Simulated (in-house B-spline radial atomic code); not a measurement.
Successive ionisation energies of calcium; each step leads to the configuration of the next row (after the last: bare). Dirac energy differences include first-order Breit, QED and recoil terms. NIST's values go from ground level to ground level; the uncertainty of those that are theory runs from under 0.1 % in few-electron ions to several per cent in heavy many-electron ones. Computed with a radial B-spline atomic code at the basis-set limit: Dirac-Hartree-Fock, jj configuration that fills j = l - 1/2 first, finite nuclei.

A number in brackets counts the electrons of a j subshell.

```
  ion               configuration  ionisation energy (eV)  tabulated value (eV)    tabulated kind  computed minus tabulated (eV)  highest orbital  largest mean radius (bohr)
 Ca9+                    [Ne] 3s1                   210.7               211.275    semi-empirical                             -1            3s1/2                     0.98275
Ca10+                [He] 2s2 2p6                   589.8                 591.6    semi-empirical                             -2            2p3/2                     0.35699
Ca11+  [He] 2s2 2p1/2(2) 2p3/2(3)                   660.5                 658.2    semi-empirical                              2            2p3/2                     0.35087
Ca12+  [He] 2s2 2p1/2(2) 2p3/2(2)                   734.2                 728.6    semi-empirical                              6            2p3/2                     0.34492
Ca13+  [He] 2s2 2p1/2(2) 2p3/2(1)                       ?                     ?    semi-empirical                              ?                ?                           ?
Ca14+           [He] 2s2 2p1/2(2)                   889.3                   894    semi-empirical                             -5            2p1/2                     0.33352
Ca15+           [He] 2s2 2p1/2(1)                       ?                     ?    semi-empirical                              ?                ?                           ?
Ca16+                    [He] 2s2                  1080.9                1086.8    semi-empirical                             -6            2s1/2                     0.32269
Ca17+                    [He] 2s1                       ?                     ?  tabulated theory                              ?                ?                           ?
Ca18+                         1s2                  5127.4              5128.858  tabulated theory                             -1            1s1/2                    0.075904
Ca19+                         1s1                  5469.9              5469.864  tabulated theory                              0            1s1/2                    0.074465
```

(1) Fill in the row of Ca13+.

(2) Fill in the row of Ca15+.

(3) Fill in the row of Ca17+.

(4) Where is the largest jump?

(5) How far is this level of theory from the measured and semi-empirical values?

Answers

(1) ionisation energy (eV): 810.8; tabulated value (eV): 817.2; computed minus tabulated (eV): -6; highest orbital: 2p3/2; largest mean radius (bohr): 0.33914.

(2) ionisation energy (eV): 974.9; tabulated value (eV): 973.7; computed minus tabulated (eV): 1; highest orbital: 2p1/2; largest mean radius (bohr): 0.32803.

(3) ionisation energy (eV): 1157.6; tabulated value (eV): 1157.726; computed minus tabulated (eV): 0; highest orbital: 2s1/2; largest mean radius (bohr): 0.31782.

(4) From Ca17+ to Ca18+, by a factor of 4.43 (1157.6 to 5127.4 eV); the highest orbital goes from 2s1/2 to 1s1/2.

(5) Over those 8 rows the differences run from -6.39 to +5.6 eV (mean absolute value 3.6 eV). The calculation leaves out correlation and, in open shells, the multiplet splittings that an average leaves out.
